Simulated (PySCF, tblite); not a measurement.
Isomers of C5H5O2P, one GFN2-xTB conformer each. Single-point energies are computed at PBE0/pcSseg-1 (PySCF, gas phase, no added dispersion term), electronic only.

Question: Rank them by PBE0/pcSseg-1 energy, lowest first (kcal/mol).
A. `[CH3:1][C:2](=[O:3])[c:4]1[cH:5][o:6][cH:7][p:8]1` with C1–C2–C4–C5 180°
B. `[CH3:1][C:2](=[O:3])[c:4]1[cH:5][p:6][cH:7][o:8]1` with C1–C2–C4–C5 180°
C. `[CH:1]#[C:2][P@@:3]1(=[O:4])[CH:5]=[C:6]1[O:7][CH3:8]` with C5–C6–O7–C8 -175°
D. `[CH3:1][c:2]1[cH:3][p:4][c:5]([CH:6]=[O:7])[o:8]1` with P4–C5–C6–O7 0°
E. `[CH3:1][c:2]1[cH:3][o:4][c:5]([CH:6]=[O:7])[p:8]1` with O4–C5–C6–O7 180°
F. `[CH:1]#[C:2][CH2:3][P@@:4](=[O:5])([OH:6])[C:7]#[CH:8]` with C2–C3–P4–O5 -173°, C3–P4–O6–H 51°
G. `[CH3:1][c:2]1[o:3][cH:4][p:5][c:6]1[CH:7]=[O:8]` with P5–C6–C7–O8 180°

Answer: B (0.0), D (0.7), A (1.0), G (1.3), E (4.3), F (50.9), C (81.8).

As drawn, the lowest has an aromatic ring and a C=O bond, which the highest lacks; the highest has a three-membered ring, a C≡C bond and a P=O bond, which the lowest lacks. Neighbours under 2.5 kcal/mol apart (CC(=O)c1cpco1 and Cc1cpc(C=O)o1; Cc1cpc(C=O)o1 and CC(=O)c1cocp1; CC(=O)c1cocp1 and Cc1ocpc1C=O) can change places with a better method, another conformer or zero-point energy. GFN2-xTB itself gives, in the same order: 1.1, 0.8, 0.0, 2.0, 3.3, 24.1, 68.5. GFN2-xTB puts CC(=O)c1cocp1 lowest instead; measured from each level's own lowest isomer, the values differ by up to 26.8 kcal/mol (C#CC[P@@](=O)(O)C#C: 24.1 against 50.9).

Q: Which frontier levels, dipoles and rotational constants go with these structures?

A: 
```
             SMILES  HOMO (eV, PBE0/pcSseg-1)  LUMO (eV)  dipole (D)      A, B, C (MHz)
      CC(=O)c1cpco1                     -7.36      -1.93        2.78  4374, 1197, 945.1
      Cc1cpc(C=O)o1                     -7.14      -2.41        5.14  3758, 1287, 964.6
      CC(=O)c1cocp1                     -7.38      -1.62        2.24   3455, 1428, 1017
        Cc1ocpc1C=O                     -7.19      -1.64        2.40   2796, 1681, 1057
      Cc1coc(C=O)p1                     -7.32      -2.49        4.60  4374, 1232, 967.2
C#CC[P@@](=O)(O)C#C                     -8.11      -0.53        5.05   2252, 1565, 1195
C#C[P@@]1(=O)C=C1OC                     -7.60      -0.97        4.04   2535, 1263, 1106
```

Q: What happens when harmonic zero-point energies from GFN2-xTB frequencies are added?

A: 
| SMILES | ZPE (kcal/mol) | electronic (kcal/mol) | with ZPE (kcal/mol) |
| --- | --- | --- | --- |
| CC(=O)c1cpco1 | 55.8 | 0.0 | 0.0 |
| Cc1cpc(C=O)o1 | 55.6 | 0.7 | 0.4 |
| CC(=O)c1cocp1 | 55.9 | 1.0 | 1.0 |
| Cc1ocpc1C=O | 55.6 | 1.3 | 1.1 |
| Cc1coc(C=O)p1 | 55.7 | 4.3 | 4.1 |
| C#CC[P@@](=O)(O)C#C | 51.9 | 50.9 | 46.9 |
| C#C[P@@]1(=O)C=C1OC | 52.9 | 81.8 | 78.9 |

The zero-point energies span 4.0 kcal/mol. The order is unchanged.
